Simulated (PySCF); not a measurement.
Working out the ionisation energy of Tl⁺

Tl⁺ [Xe] 4f14 5d10 6s2 (1S) → Tl²⁺ [Xe] 4f14 5d10 6s1 (2S). Calculation: PySCF 2.14, in ANO-RCC-VTZP (8s7p5d3f2g, 93 functions); scalar relativity by spin-free X2C-1e. Frozen: [Kr] 4d10 4f14. Energies in hartree (1 hartree = 27.21139 eV):

| part | Tl⁺ (lower) | Tl²⁺ (upper) |
| --- | --- | --- |
| UHF | -20242.577198 | -20241.902306 |
| MP2 opposite-spin | -0.425443 | -0.372052 |
| MP2 same-spin | -0.217247 | -0.193380 |

**Question.** What does Hartree-Fock give?

**Answer.** (-20241.902306) − (-20242.577198) = 0.674892 hartree = 18.365 eV.

**Question.** What do MP2 and SCS-MP2 (6/5 opposite-spin, 1/3 same-spin) give?

**Answer.** The opposite-spin parts differ by 1.453 eV and the same-spin parts by 0.649 eV. MP2: 18.365 + (1.453) + (0.649) = 20.467 eV. SCS-MP2: 18.365 + 1.2 × (1.453) + (0.649)/3 = 20.325 eV.

Measured between the centres of the two terms (NIST): 20.428 eV, so MP2 (valence and next inner shell) is off by 0.039 eV.

What remains against the reference includes basis incompleteness, the frozen core and correlation beyond second order.
